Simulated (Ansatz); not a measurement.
`CCS[SiH3]` + `O[SiH3]` → `[SiH3]OCS[SiH3]` + CH₄  (substitution at a C–C bond)

Isolated molecules relaxed with PBE0-D4/def2-TZVP in Ansatz; ΔE leaves out vibrations. CCSD(T)/CBS is the MP2 limit (def2-TZVPP, def2-QZVPP) plus CCSD(T) − MP2 in def2-TZVPP, frozen cores. This one scheme is used for every species. One conformer a species, not always the lowest.

```tsv
species	CCSD(T)/CBS(def2) energy (Eh)
`CCS[SiH3]`	-767.79185
`O[SiH3]`	-366.69042
`[SiH3]OCS[SiH3]`	-1094.00385
CH₄	-40.46206
```

**Question.** Work out ΔE.

**Answer.** ΔE = (-1094.00385) + (-40.46206) − (-767.79185) − (-366.69042) = 0.01636 Eh = +0.45 eV.

Largest T1 diagnostic among the species: 0.012.

Leaving LDA and LC-ωPBE aside and taking each functional with its dispersion term where it has one, the values, not all of them listed here, spread over 0.19 eV, from BLYP-D4 to PBE-QIDH. From BLYP to BHLYP (50 % exact exchange), in def2-TZVPP and without D4, ΔE moves by +0.06 eV. At CCSD(T), def2-SVP lies −0.15 eV from the extrapolated value and def2-TZVPP −0.03 eV.
